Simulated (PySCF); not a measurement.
Computed IR spectrum (relative IR intensity) of a molecule C₂H₇ClOSi₂. Geometry optimised at PBE-D3(BJ)/def2-SVP. One conformer was computed; it need not be the lowest. Level of theory: PBE-D3(BJ)/def2-SVP in PySCF. Frequencies are harmonic and unscaled.

ν (cm⁻¹): 392 (vw), 528 (w), 575 (vw), 618 (w), 664 (vw), 668 (w), 737 (vw), 765 (w), 837 (w), 859 (vs), 885 (w), 899 (m), 917 (w), 995 (m), 1206 (m), 1618 (w), 2166 (w), 2175 (m), 2184 (m), 2195 (w), 2237 (m) (against the strongest line: vs over 80 %, s over 45 %, m over 15 %, w over 4 %, vw less)

Problem. Identify the compound among the candidates.
(A) C[Si@@H]1OC[Si@H]1Cl
(B) C[Si@@H]1C[Si@@H](Cl)O1
(C) O=CC[SiH2][SiH2]Cl
(D) C=C([SiH3])O[SiH2]Cl

Solution. D, C=C([SiH3])O[SiH2]Cl
